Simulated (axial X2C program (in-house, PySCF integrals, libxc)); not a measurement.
# Curves of SnCl by EOM-EA-CCSD

Computed with an in-house all-electron X2C program for linear molecules (integrals from PySCF): two-component X2C with atomic mean-field Coulomb and Gaunt terms, Gaussian nuclei, basis Sn dyall-acv3z, Cl dyall-av3z with contracted cores.

Energies in eV from the lowest point of the lowest state; states are followed by energy order within each Ω. Reference: SnCl⁺, 10 electrons correlated in 92 virtual spinors with an MP2 remainder; levels at this size can be off by some tenths of an eV. Masses 119.902 and 34.969 u.

```json
{"R (Å)": "2.192", "(1)Ω=1/2": "0.3205", "(1)Ω=3/2": "0.5763", "(2)Ω=1/2": "3.2638", "(3)Ω=1/2": "4.1733", "(5)Ω=1/2": "5.0491", "(3)Ω=3/2": "5.0864"}
{"R (Å)": "2.288", "(1)Ω=1/2": "0.0756", "(1)Ω=3/2": "0.3409", "(2)Ω=1/2": "2.8849", "(3)Ω=1/2": "4.0690", "(5)Ω=1/2": "4.9759", "(3)Ω=3/2": "5.0130"}
{"R (Å)": "2.383", "(1)Ω=1/2": "0.0000", "(1)Ω=3/2": "0.2700", "(2)Ω=1/2": "2.6415", "(3)Ω=1/2": "4.1295", "(5)Ω=1/2": "5.0535", "(3)Ω=3/2": "5.0910"}
{"R (Å)": "2.490", "(1)Ω=1/2": "0.0470", "(1)Ω=3/2": "0.3221", "(2)Ω=1/2": "2.4871", "(3)Ω=1/2": "4.3240", "(5)Ω=1/2": "5.2599", "(3)Ω=3/2": "5.2979"}
{"R (Å)": "2.598", "(1)Ω=1/2": "0.1853", "(1)Ω=3/2": "0.4647", "(2)Ω=1/2": "2.4262", "(3)Ω=1/2": "4.5990", "(5)Ω=1/2": "5.5438", "(3)Ω=3/2": "5.5823"}
{"R (Å)": "2.740", "(1)Ω=1/2": "0.4583", "(1)Ω=3/2": "0.7350", "(2)Ω=1/2": "2.4408", "(3)Ω=1/2": "5.0272", "(5)Ω=1/2": "5.9852", "(3)Ω=3/2": "6.0215"}
```

Q: Fit the curves (1)Ω=1/2, (1)Ω=3/2, (3)Ω=1/2, (5)Ω=1/2, (3)Ω=3/2 near their minima.

A: At EOM-EA-CCSD from SnCl⁺ (the fit fixes ωe to about one per cent; ωe of higher roots by this method can be off by ten per cent):

| state | Te (cm⁻¹) | Re (Å) | ωe (cm⁻¹) |
| --- | --- | --- | --- |
| (1)Ω=1/2 | 0 | 2.394 | 342.0 |
| (1)Ω=3/2 | 2180 | 2.390 | 345.4 |
| (3)Ω=1/2 | 32820 | 2.294 | 418.6 |
| (5)Ω=1/2 | 40130 | 2.280 | 412.9 |
| (3)Ω=3/2 | 40430 | 2.280 | 413.5 |

For SnCl⁺ at CCSD, and between the minima:

Re = 2.275 Å, ωe = 426.2 cm⁻¹; removing the electron costs 6.996 eV without zero-point terms.

T1 of the reference reaches 0.029 (Lee–Taylor). Curves followed by order can swap character. Number of frozen shells: Sn 4 s, 3 p, 2 d; Cl 2 s, 1 p. Roots with under 60 % one-particle weight at any point are counted in the labels but not shown, and the list ends where the roots sought for some Ω run out; states that need a further excitation are missing and may lie low or lowest. Curves with a minimum but no constants failed the fit check.
